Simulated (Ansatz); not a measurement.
Ansatz (a first-principles code) input for RuO₃, SMILES [O]=[Ru](=[O])=[O] (connectivity only; charge and spin as stated), neutral, multiplicity 3, PBE-D3(BJ)/def2-TZVP. 

Ansatz 0.2 input:
```yaml
crystal:
  periodic: [false, false, false]
  atoms:
    - {symbol: Ru, position_ang: [0.07167224, -0.03913542, -0.00000000]}
    - {symbol: O, position_ang: [-0.14051284, -0.72759554, -1.52111069]}
    - {symbol: O, position_ang: [-0.14051284, -0.72759558, 1.52111068]}
    - {symbol: O, position_ang: [-0.11317163, 1.67043593, 0.00000003]}
basis:
  gaussian:
    orbitals: def2-TZVP
hamiltonian:
  xc: pbe
  dispersion: d3bj
magnetization: {spin_polarized: true, initial_magnetization: 2}
relax: {f_tol: 0.002, max_steps: 200}
```

Program output:

```
WARN ansatz: RAYON_NUM_THREADS=1 ignored (pool sized by the plan → 1); use --threads N
Functional definition: PBE
integrals: 0.05 GiB planned
807 factors; their error is unknown
mean field: 0.46 GiB planned
mean field evaluation 1: about -8696.7211 eV, gradient 8.6e1 eV
mean field evaluation 2: about -8431.9531 eV, gradient 2.5e2 eV
mean field evaluation 4: about -8614.1439 eV, gradient 1.5e2 eV
mean field evaluation 8: about -8720.3075 eV, gradient 5.2e-2 eV
mean field evaluation 16: about -8714.4950 eV, gradient 2.8e1 eV
mean field evaluation 32: about -8719.7842 eV, gradient 1.2e-2 eV
mean field evaluation 64: about -8719.5692 eV, gradient 1.4e1 eV
mean field -8720.30749490 eV, -320.4653896010 hartree, gradient 2.5e-5 eV, S^2 2.006098; 11 other end points of the search recorded, 0 dependent functions left out
the calculation of the forces begins
reference -8720.30754712 eV, -320.4653915200 hartree; 21, 19 occupied and 112, 114 virtual orbitals, 807 factors
relax step   1: F+E_penalty+E_count = -8720.37988488 eV  Δ(F+E_penalty+E_count) = +0.000e0 eV  max|allowed force component| = 6.145e-1 eV/Å  Δτ_max = 0.0000 Å  (398 SCF iters, accepted)
these checks for a lower state are left out or cut short: starts, cluster_reference, orbital_swaps, neighbouring_geometries, increment
integrals: 0.05 GiB planned
807 factors; their error is unknown
mean field: 0.46 GiB planned
mean field evaluation 96: about -8720.3198 eV, gradient 7.6e-2 eV
mean field -8720.31989475 eV, -320.4658452869 hartree, gradient 2.7e-5 eV, S^2 2.006540; 0 other end points of the search recorded, 0 dependent functions left out
the calculation of the forces begins
reference -8720.31994698 eV, -320.4658472064 hartree; 21, 19 occupied and 112, 114 virtual orbitals, 807 factors
relax step   2: F+E_penalty+E_count = -8720.39215030 eV  Δ(F+E_penalty+E_count) = -1.227e-2 eV  max|allowed force component| = 1.041e-1 eV/Å  Δτ_max = 0.0179 Å  (43 SCF iters, accepted)
these checks for a lower state are left out or cut short: starts, cluster_reference, orbital_swaps, neighbouring_geometries, increment
integrals: 0.05 GiB planned
807 factors; their error is unknown
mean field: 0.46 GiB planned
mean field -8720.32040369 eV, -320.4658639903 hartree, gradient 2.1e-5 eV, S^2 2.006602; 0 other end points of the search recorded, 0 dependent functions left out
the calculation of the forces begins
reference -8720.32045592 eV, -320.4658659094 hartree; 21, 19 occupied and 112, 114 virtual orbitals, 807 factors
relax step   3: F+E_penalty+E_count = -8720.39261098 eV  Δ(F+E_penalty+E_count) = -4.607e-4 eV  max|allowed force component| = 5.556e-3 eV/Å  Δτ_max = 0.0037 Å  (40 SCF iters, accepted)
these checks for a lower state are left out or cut short: starts, cluster_reference, orbital_swaps, neighbouring_geometries, increment
integrals: 0.05 GiB planned
807 factors; their error is unknown
mean field: 0.46 GiB planned
mean field -8720.32041236 eV, -320.4658643089 hartree, gradient 1.6e-5 eV, S^2 2.006600; 0 other end points of the search recorded, 0 dependent functions left out
the calculation of the forces begins
reference -8720.32046458 eV, -320.4658662280 hartree; 21, 19 occupied and 112, 114 virtual orbitals, 807 factors
relax step   4: F+E_penalty+E_count = -8720.39261500 eV  Δ(F+E_penalty+E_count) = -4.016e-6 eV  max|allowed force component| = 1.218e-3 eV/Å  Δτ_max = 0.0008 Å  (34 SCF iters, accepted)
integrals: 0.05 GiB planned
807 factors; their error is unknown
mean field: 0.46 GiB planned
mean field evaluation 128: about -8711.9083 eV, gradient 4.0e1 eV
mean field evaluation 160: about -8718.5822 eV, gradient 1.6e-3 eV
mean field evaluation 192: about -8720.2415 eV, gradient 4.0e0 eV
mean field -8720.32041236 eV, -320.4658643089 hartree, gradient 1.6e-5 eV, S^2 2.006600; 12 other end points of the search recorded, 0 dependent functions left out
the calculation of the forces begins
reference -8720.32046458 eV, -320.4658662280 hartree; 21, 19 occupied and 112, 114 virtual orbitals, 807 factors
Total energy: -8720.39266722 eV, -320.4685196258 hartree
Atom 0 at     0.086473    -0.037806     0.000000 Å, force     0.000452     0.000679     0.000000 eV/Å
Atom 1 at    -0.145921    -0.733904    -1.529214 Å, force    -0.000195    -0.000494     0.001218 eV/Å
Atom 2 at    -0.145921    -0.733904     1.529214 Å, force    -0.000195    -0.000494    -0.001218 eV/Å
Atom 3 at    -0.117157     1.681724     0.000000 Å, force    -0.000061     0.000309    -0.000000 eV/Å
Dipole moment:     0.222685    -0.146467    -0.000000 e Å
```

The calculation finished and met its thresholds.

Cost: roughly 50 core-seconds.
